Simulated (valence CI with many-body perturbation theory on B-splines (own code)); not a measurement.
**Missing levels of Tl7+**

Level of theory: configuration interaction combined with many-body perturbation theory (CI+MBPT): six valence electrons over a frozen Dirac-Fock core [Xe] 4f14, radial functions for each j: 7 s, 7 p, 8 d, 6 f, 4 g, 1 h, with the one-electron correlation potential Σ1 (screened to all orders), the two-electron term Σ2, the three-electron term Σ3, Breit, model QED; selected single and double excitations, second order for the rest, scaled by the run's own slope (own B-spline code, finite nucleus).

No measured spectrum was set against this ion. As an estimate, terms of the open shell hold to 2 to 4 % of their energy, and close levels can change places; different configurations can be misplaced against each other by 1,000 to 8,000 cm⁻¹. Among the levels kept, up to 680 cm⁻¹ of a level comes from second order outside the variational space, and about a tenth of that is noise between levels of different J, which matters for small intervals. Only levels of the ground parity were solved; by the run's estimate the other parity begins above the list, which can be wrong where configurations are misplaced.

```
                    Level  E (eV)
    (5d3/2^4 5d5/2^2) J=4  0.0000
    (5d3/2^4 5d5/2^2) J=2   1.004
(5d3/2^3 5d5/2^3) J=3 [a]   1.753
    (5d3/2^4 5d5/2^2) J=0   2.148
(5d3/2^3 5d5/2^3) J=1 [a]   2.326
    (5d3/2^3 5d5/2^3) J=4       ?
    (5d3/2^3 5d5/2^3) J=5       ?
    (5d3/2^3 5d5/2^3) J=6       ?
(5d3/2^3 5d5/2^3) J=2 [a]   4.282
(5d3/2^3 5d5/2^3) J=3 [b]   4.410
(5d3/2^2 5d5/2^4) J=2 [a]   4.719
(5d3/2^3 5d5/2^3) J=1 [b]   5.629
(5d3/2^2 5d5/2^4) J=4 [a]   5.655
    (5d3/2^2 5d5/2^4) J=0   5.709
(5d3/2^3 5d5/2^3) J=2 [b]   5.904
(5d3/2^2 5d5/2^4) J=4 [b]   6.010
    (5d3/2^3 5d5/2^3) J=0       ?
(5d3/2^3 5d5/2^3) J=3 [c]   6.316
    (5d3/2^2 5d5/2^4) J=5       ?
(5d3/2^2 5d5/2^4) J=3 [a]       ?
```

Levels are named by their leading jj configuration (3d3/2^4 stands for four electrons in 3d with j = 3/2), which in mixed levels can hold well under half, so a name can repeat and another be missing. Letters in brackets count levels of one name in rising energy.

Q: The levels stand in rising order. What does the calculation give for the missing energies?

A: (5d3/2^3 5d5/2^3) J=4 2.812; (5d3/2^3 5d5/2^3) J=5 3.677; (5d3/2^3 5d5/2^3) J=6 3.759; (5d3/2^3 5d5/2^3) J=0 6.216; (5d3/2^2 5d5/2^4) J=5 6.354; (5d3/2^2 5d5/2^4) J=3 [a] 6.828.
